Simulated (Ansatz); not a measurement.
System: GeF₃, charge 0, doublet. GeF3 (SMILES [F][Ge]([F])[F], doublet).
B3LYP-D3(BJ)/def2-TZVP minimum from Ansatz (a first-principles code):
```xyz
4

Ge     0.2273    -0.1978    -0.0141
F      0.7837     1.4450     0.0126
F     -0.8472    -0.3310    -1.3693
F     -0.7447    -0.4108     1.4068
```
Charge 0, spin multiplicity 2.

Hartree-Fock and MP2 correlation energies in hartree (Ansatz). UHF or UKS for unpaired electrons; spin-orbit terms are left out. Cores are frozen in correlated methods (noble-gas shells, and filled d and f shells in the p block). No relativity.

| basis | X | E(HF) | E(corr, MP2) |
|---|---|---|---|
| cc-pVTZ | 3 | -2373.92454 | -0.85496 |
| cc-pVQZ | 4 | -2373.95884 | -0.93365 |
| cc-pV5Z | 5 | -2373.96600 | withheld |

Q: Fit E(corr) = E∞ + A/X³ to X = 3 and 4, predict X = 5, and compare with the run.

A: A = (-0.85496 - (-0.93365))/(1/27 - 1/64) = 3.6750; E∞ = -0.93365 - A/64 = -0.99107; at X = 5, E∞ + A/125 = -0.96167. The run gave -0.96754, 5.87 mEh below the prediction. The same form on X = 4 and 5 gives E∞ = -1.00310, 12.02 mEh below the first estimate.
